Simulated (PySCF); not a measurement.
# Spinor energies of Ca¹⁰⁺ (calcium, charge +10)

Start: [Ne]. Calculated with PySCF 2.14 in an uncontracted even-tempered set (18 s from 0.3 bohr⁻², ratio 2.6; 12 p from 0.39 bohr⁻², ratio 2.6; 6 d from 0.4 bohr⁻², ratio 2.8; 3 f from 17 bohr⁻², ratio 2.8): generalised Hartree-Fock with the X2C-1e Hamiltonian and a Gaussian nucleus; spin-orbit coupling (SO) screened by Boettger's factors.

| spinor shell | electrons | ε, screened SO (eV) | weight of nominal j (screened SO) | rms radius, screened SO (bohr) |
| --- | --- | --- | --- | --- |
| 1s1/2 | 2 | -4323.5 | 1.000 | 0.0888 |
| 2s1/2 | 2 | -682.52 | 1.000 | 0.388 |
| 2p1/2 | 2 | -597.00 | 1.000 | 0.354 |

(1) Where does 2p3/2 lie, and what is the 2p spin-orbit splitting (screened SO)?

```
   quantity  screened SO
E (hartree)   -643.18006
        M_J            0
       ⟨J²⟩        0.000
       ⟨L²⟩        0.000
       ⟨S²⟩        0.000
```

## Answers

(1) At -593.05 eV, 3.956 eV above 2p1/2.
